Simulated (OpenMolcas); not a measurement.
Nb4+: moving or changing the point charges

Nb4+ among 6 point charges of -1.7 e arranged as an octahedron (Oh), 1.95 Å from the ion.

| Item | Value |
| --- | --- |
| Program | OpenMolcas |
| Method | SS-CASPT2, IPEA 0.25 Eh, imaginary shift 0.1 Eh (closed shells correlated: 4s 4p) |
| Basis | ANO-RCC-VTZP [7s6p4d2f1g] |
| Scalar Hamiltonian | DKH2, point nucleus |
| Active space | 1 electron in 5 orbitals (4d) |
| State averaging | 2S+1 = 2 even, 5 roots |
| Spin-orbit coupling | RASSI with atomic mean-field integrals over the reference wave functions |

Runs around this geometry, states (labels of O, the rotations of Oh). Energies in cm-1 above the lowest state or level, χT in cm3 K/mol; under a threefold ground state the first gap can be a small split of the lowest multiplet, not the spin-orbit step; 10Dq is the gap between the two states.

```json
{"R (Å)": "2.07", "q (e)": "-1.36", "Ground state": "2T2", "First state of that spin": "2E 8600", "10Dq": "8602", "First gap with spin-orbit (degeneracies)": "1140 (4, 2)", "χT at 300 K": "0.153"}
{"R (Å)": "1.95", "q (e)": "-1.7", "Ground state": "2T2", "First state of that spin": "2E 13570", "10Dq": "13572", "First gap with spin-orbit (degeneracies)": "1060 (4, 2)", "χT at 300 K": "0.153"}
{"R (Å)": "2.23", "q (e)": "-1.7", "Ground state": "2T2", "First state of that spin": "2E 7520", "10Dq": "7519", "First gap with spin-orbit (degeneracies)": "1150 (4, 2)", "χT at 300 K": "0.155"}
```

Taking |10Dq| as R^-n, n = -ln(7519 / 13572) / ln(2.23 / 1.95) = 4.4 between the shortest and longest distance. The point-charge formula for a cubic d site gives n = 5.

Roots that are degenerate in the reference are averaged as groups; the widest CASPT2 spread within a group is 88 cm-1 (the 3-fold group of multiplicity 2 near 0 cm-1 above the lowest state of its run, R = 1.95, q = -1.7). Shifts and gaps below about the spread of the groups concerned are not significant. An orbital triplet at a regular site is open to Jahn-Teller coupling, which can distort the site and quench the lowest spin-orbit gaps and is left out. Free-ion shares, where given, are those of the reference states; single-state CASPT2 does not remix them. This field is weak: 10Dq is about 8602 cm-1, while octahedral complexes of 4d ions of charge 3 and more, computed by the same method with explicit ligands, had a median near 25000 cm-1. Ground spin and moment need not be those of a real site (figures for R = 2.07, q = -1.36; the like holds for R = 1.95, q = -1.7, R = 2.23, q = -1.7). This is an electrostatic model: the charges have no orbitals. No measured value stands beside these numbers.
